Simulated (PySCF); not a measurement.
C3H11NSi2, SMILES C=CN([SiH3])C[SiH3]. Geometry optimised at PBE-D3(BJ)/def2-SVP. The structure was generated by enumeration, and PubChem lists no compound with its InChIKey, so it may never have been made. Other conformers were not sampled.

Computed equilibrium geometry at PBE-D3(BJ)/def2-SVP (PySCF confirms it by a frequency run) as bond lengths and angles (one conformer of several):
Atoms: C1 C2 N3 Si4 C5 Si6 H7 H8 H9 H10 H11 H12 H13 H14 H15 H16 H17. Bonded distances (Å): C1–C2 1.355, C1–H7 1.102, C1–H8 1.098, C2–N3 1.395, C2–H9 1.106, N3–Si4 1.774, N3–C5 1.469, Si4–H10 1.503, Si4–H11 1.507, Si4–H12 1.501, C5–Si6 1.919, C5–H13 1.114, C5–H14 1.110, Si6–H15 1.504, Si6–H16 1.505, Si6–H17 1.507. Bond angles (°): C2–C1–H7 123.0, C2–C1–H8 119.8, H7–C1–H8 117.3, C1–C2–N3 127.1, C1–C2–H9 119.3, N3–C2–H9 113.6, C2–N3–Si4 120.4, C2–N3–C5 117.7, Si4–N3–C5 121.5, N3–Si4–H10 109.3, N3–Si4–H11 113.1, N3–Si4–H12 105.6, H10–Si4–H11 108.2, H10–Si4–H12 111.3, H11–Si4–H12 109.4, N3–C5–Si6 113.0, N3–C5–H13 109.5, N3–C5–H14 109.7, Si6–C5–H13 109.7, Si6–C5–H14 108.9, H13–C5–H14 105.7, C5–Si6–H15 109.8, C5–Si6–H16 108.8, C5–Si6–H17 110.9, H15–Si6–H16 108.9, H15–Si6–H17 109.3, H16–Si6–H17 109.2.
Charge 0, spin multiplicity 1.
